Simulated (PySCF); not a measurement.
Species: CrNCl3 (singlet state).
Z-matrix (Å and degrees, PBE0-D3(BJ)/def2-SVP geometry), rows numbered from 1:
```
Cr
N   1  1.4746
Cl  1  2.1062  2  105.49
Cl  1  2.1058  2  105.54  3  -119.89
Cl  1  2.1073  2  105.56  3   120.19
```

The closed-shell ground state was solved at several levels (PySCF, density fitting, gas phase, non-relativistic).

```
                         level  basis functions  total energy (Eh)  HOMO (eV)  LUMO (eV)  gap (eV)  dipole (D)
PBE0/pcSseg-1 (pcSseg-2 on Cr)              162         -2479.1310      -9.46      -4.99      4.47        0.19
                PBE0/def2-SVPD              135         -2478.5588      -9.48      -5.17      4.31        0.12
 PBE/pcSseg-1 (pcSseg-2 on Cr)              162         -2479.1047      -7.98      -5.70      2.28        0.50
```

(1) What might B3LYP/pcSseg-1 (pcSseg-2 on Cr) (162 basis functions) give for the same quantities?

(2) Over all these levels, which gives the widest orbital gap and which the narrowest?

(3) In the pcSseg-1 (pcSseg-2 on Cr) basis, how does the gap go with the fixed share of exact exchange?

(4) How far do the dipole and the HOMO energy spread over the levels?

## Answers

(1) Total energy -2479.9498 Eh, HOMO -9.14 eV, LUMO -5.16 eV, gap 3.98 eV, dipole 0.28 D.

(2) PBE0/pcSseg-1 (pcSseg-2 on Cr) (global hybrid, 25 % exact exchange) has the widest, 4.47 eV, and PBE/pcSseg-1 (pcSseg-2 on Cr) (GGA) the narrowest, 2.28 eV. The two share the basis. From the narrowest to the widest the HOMO moves by -1.48 eV and the LUMO by +0.71 eV.

(3) PBE (0 %) 2.28 eV; B3LYP (20 %) 3.98 eV; PBE0 (25 %) 4.47 eV. Each rise in the share widens the gap here.

(4) The dipole runs from 0.12 to 0.50 D (mean 0.27 D) and the HOMO from -9.48 to -7.98 eV.
